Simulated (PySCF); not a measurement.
# How the method changes the shape and vibrations of BCH3O2

These are calculations, not measurements. They come from PySCF 2.14.0, an open-source quantum chemistry program, on an isolated molecule that a program drew, which may never have been made. The molecule is BCH3O2 (charge 0, singlet), drawn as the SMILES string `OB=CO`.

The geometry was optimised and harmonic frequencies were computed with HF and MP2, all in the cc-pVDZ basis, for the commonest isotopes, with a restricted reference for singlets and an unrestricted one otherwise, and a frozen core in MP2. Each result is a local minimum of its method.

Geometry at the HF minimum:
```xyz
7
BCH3O2, angstrom
O     2.1576   -0.4673    0.1942
B     0.9456    0.0390    0.1679
C    -0.3102    0.6414    0.0923
O    -1.4689   -0.0391   -0.2585
H     2.4363   -0.7901    1.0410
H    -0.4046    1.7123    0.2522
H    -2.0418   -0.0614    0.4937
```

Lengths of the bonds as drawn, in Å (atoms numbered as above):
| bond | HF | MP2 |
|---|---|---|
| O1-B2 | 1.314 | 1.333 |
| B2-C3 | 1.395 | 1.416 |
| C3-O4 | 1.389 | 1.409 |
| O1-H5 | 0.948 | 0.970 |
| C3-H6 | 1.087 | 1.100 |
| O4-H7 | 0.946 | 0.967 |

Rotational constants, in GHz:
```
constant     HF    MP2
       A  49.47  46.96
       B  3.849  3.765
       C  3.638  3.555
```

Harmonic frequencies in cm^-1, each column in rising order, so a row needn't be the same motion in every method:
| rank | HF | MP2 |
|---|---|---|
| 1 | 186 | 151 |
| 2 | 286 | 245 |
| 3 | 393 | 342 |
| 4 | 537 | 523 |
| 5 | 626 | 578 |
| 6 | 758 | 686 |
| 7 | 913 | 856 |
| 8 | 1115 | 1050 |
| 9 | 1228 | 1136 |
| 10 | 1344 | 1243 |
| 11 | 1442 | 1351 |
| 12 | 1916 | 1809 |
| 13 | 3290 | ? |
| 14 | 4122 | 3824 |
| 15 | 4125 | 3826 |

**Estimate the missing MP2 frequency from the HF column.**

A single factor s that minimises the squared misfit of MP2 against s times HF over the other rows is sum(HF x MP2) / sum(HF^2) = 0.9293, with an rms misfit of 16 cm^-1. For rank 13 it gives 0.9293 x 3290 = 3057 cm^-1. The calculation gives 3168 cm^-1, 111 cm^-1 above the estimate. The drawn bonds are on average 1.7 % longer in MP2 than in HF.
